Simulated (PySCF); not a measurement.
Z-matrix (Å, degrees):
```
Si
O 1 1.6469
H 2 0.9588 1 119.68
H 1 1.4941 2 111.67 3 61.38
H 1 1.4941 4 109.41 2 124.15
```
Charge 0, spin multiplicity 2.

**Question.** What is the computed total energy, highest occupied spin orbital and dipole moment (PBE0-D4/def2-TZVP (PySCF))?

**Answer.** 
```json
{
  "total_energy": "-9968.57 eV",
  "highest_occupied_spin_orbital": "-6.18 eV",
  "dipole_moment": "1.40 D"
}
```
